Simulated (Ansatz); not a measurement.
Geometry optimisation, RKS PBE/def2-SVP in Ansatz 0.2.0.

The input (input.yaml):

```yaml
crystal:
  periodic: [false, false, false]
  atoms:
    - { symbol: Ti, position_ang: [0.123653, -0.177323, -0.062012] }
    - { symbol: Cl, position_ang: [0.45381, -0.234185, 2.255745] }
    - { symbol: O, position_ang: [1.685983, -0.490598, -0.807649] }
    - { symbol: H, position_ang: [2.589171, -0.124322, -0.77094] }
    - { symbol: Cl, position_ang: [-0.631085, 1.810528, -0.678217] }
    - { symbol: "N", position_ang: [-0.959916, -1.560724, -0.632934] }
    - { symbol: H, position_ang: [-1.965395, -1.58948, -0.41605] }
    - { symbol: H, position_ang: [-0.653093, -2.371578, -1.183598] }
    - { symbol: Br, position_ang: [-3.351893, -0.036803, 1.355543] }
    - { symbol: H, position_ang: [-2.107035, -0.138815, 2.200611] }
basis:
  gaussian: { orbitals: def2-SVP }
hamiltonian:
  xc: pbe
relax:
  f_tol: 0.03
  max_steps: 50
```

Launched with:

```bash
$ ansatz run input.yaml --threads 4 --pin off --max-ram 5120MiB --backend cpu --events-out ev --progress --plain --runs-dir out
```

**Question.** Where does it end, and by what steps?

**Answer.** The run converged. After 14 steps the energy has fallen by 0.162 eV; Br9 moved furthest, 0.85 Å.

```json
{"step": "0", "energy less start (eV)": "0.0000", "largest force component (eV/Å)": "0.846", "accepted": "yes"}
{"step": "1", "energy less start (eV)": "-0.1045", "largest force component (eV/Å)": "0.244", "accepted": "yes"}
{"step": "2", "energy less start (eV)": "-0.1261", "largest force component (eV/Å)": "0.115", "accepted": "yes"}
{"step": "3", "energy less start (eV)": "-0.1364", "largest force component (eV/Å)": "0.185", "accepted": "yes"}
{"step": "4", "energy less start (eV)": "-0.1481", "largest force component (eV/Å)": "0.325", "accepted": "yes"}
{"step": "5", "energy less start (eV)": "-0.1526", "largest force component (eV/Å)": "0.307", "accepted": "yes"}
{"step": "6", "energy less start (eV)": "-0.1566", "largest force component (eV/Å)": "0.135", "accepted": "yes"}
{"step": "7", "energy less start (eV)": "-0.1577", "largest force component (eV/Å)": "0.229", "accepted": "yes"}
{"step": "8", "energy less start (eV)": "-0.1598", "largest force component (eV/Å)": "0.064", "accepted": "yes"}
{"step": "9", "energy less start (eV)": "-0.1601", "largest force component (eV/Å)": "0.038", "accepted": "yes"}
{"step": "10", "energy less start (eV)": "-0.1610", "largest force component (eV/Å)": "0.091", "accepted": "yes"}
{"step": "11", "energy less start (eV)": "-0.1615", "largest force component (eV/Å)": "0.053", "accepted": "yes"}
{"step": "12", "energy less start (eV)": "-0.1615", "largest force component (eV/Å)": "0.137", "accepted": "yes"}
{"step": "13", "energy less start (eV)": "-0.1618", "largest force component (eV/Å)": "0.037", "accepted": "yes"}
{"step": "14", "energy less start (eV)": "-0.1618", "largest force component (eV/Å)": "0.025", "accepted": "yes"}
```

```xyz
10
Properties=species:S:1:pos:R:3
Ti 0.250 -0.065 -0.112
Cl 0.079 0.147 2.132
O 1.837 -0.662 -0.596
H 2.671 -0.320 -0.963
Cl -0.200 1.882 -1.059
N -0.983 -1.331 -0.645
H -1.984 -1.246 -0.408
H -0.779 -2.233 -1.091
Br -3.542 -0.715 1.834
H -2.165 -0.370 2.168
```

Whether the end is a true minimum wasn't checked by a vibrational analysis.

Run time: 21 s on 4 threads of Intel(R) Xeon(R) 6975P-C (Granite Rapids), with other jobs on the host, peak memory 0.26 GiB.
